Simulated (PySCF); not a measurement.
Isomers of C4H6F2OSi, mass 136.016 u with the commonest isotopes. Level of theory: CAM-B3LYP/def2-SVPD in PySCF (dipole) on a GFN2-xTB geometry, gas phase. One conformer each, none proved a minimum here; rigid rotors.

Question: Order these by dipole moment, smallest first.
A. `[F:1][C:2]([F:3])=[C:4]1[CH2:5][CH2:6][O:7][SiH2:8]1` with C2–C4–C5–C6 -158°, C4–C5–C6–O7 -30°, C5–C6–O7–Si8 26°, C6–O7–Si8–C4 -11°
B. `[CH:1]#[C:2][SiH2:3][O:4][CH2:5][CH:6]([F:7])[F:8]` with C2–Si3–O4–C5 -59°, Si3–O4–C5–C6 -176°, O4–C5–C6–F7 80°
C. `[O:1]=[CH:2]/[C:3]([SiH3:4])=[CH:5]\[CH:6]([F:7])[F:8]` with O1–C2–C3–Si4 0°, C3–C5–C6–F7 -59°

Answer: A (1.19 D), B (2.69 D), C (3.55 D).

Question: Order these by out-of-plane moment Σ m c² = (Ia + Ib − Ic)/2, largest first.
A. `[F:1][C:2]([F:3])=[C:4]1[CH2:5][CH2:6][O:7][SiH2:8]1` with C2–C4–C5–C6 -158°, C4–C5–C6–O7 -30°, C5–C6–O7–Si8 26°, C6–O7–Si8–C4 -11°
B. `[CH:1]#[C:2][SiH2:3][O:4][CH2:5][CH:6]([F:7])[F:8]` with C2–Si3–O4–C5 -59°, Si3–O4–C5–C6 -176°, O4–C5–C6–F7 80°
C. `[O:1]=[CH:2]/[C:3]([SiH3:4])=[CH:5]\[CH:6]([F:7])[F:8]` with O1–C2–C3–Si4 0°, C3–C5–C6–F7 -59°

Answer: C (47.71 u·Å²), B (11.61 u·Å²), A (8.44 u·Å²).

Question: Order these by rotational constant C, largest first.
A. `[O:1]=[CH:2]/[C:3]([SiH3:4])=[CH:5]\[CH:6]([F:7])[F:8]` with O1–C2–C3–Si4 0°, C3–C5–C6–F7 -59°
B. `[CH:1]#[C:2][SiH2:3][O:4][CH2:5][CH:6]([F:7])[F:8]` with C2–Si3–O4–C5 -59°, Si3–O4–C5–C6 -176°, O4–C5–C6–F7 80°
C. `[F:1][C:2]([F:3])=[C:4]1[CH2:5][CH2:6][O:7][SiH2:8]1` with C2–C4–C5–C6 -158°, C4–C5–C6–O7 -30°, C5–C6–O7–Si8 26°, C6–O7–Si8–C4 -11°

Answer: C (900.3 MHz), A (855.2 MHz), B (616.0 MHz).

| SMILES | point group | Ia (u·Å²) | Ib (u·Å²) | Ic (u·Å²) | κ | μa (D) | μb (D) | μc (D) |
| --- | --- | --- | --- | --- | --- | --- | --- | --- |
| O=C/C([SiH3])=C\C(F)F | Cs | 173.31 | 513.07 | 590.96 | -0.87 | 1.10 | 3.38 | 0.00 |
| FC(F)=C1CCO[SiH2]1 | C1 | 158.78 | 419.46 | 561.35 | -0.73 | 0.77 | 0.91 | 0.00 |
| C#C[SiH2]OCC(F)F | C1 | 137.40 | 706.18 | 820.36 | -0.93 | 2.55 | 0.83 | 0.03 |
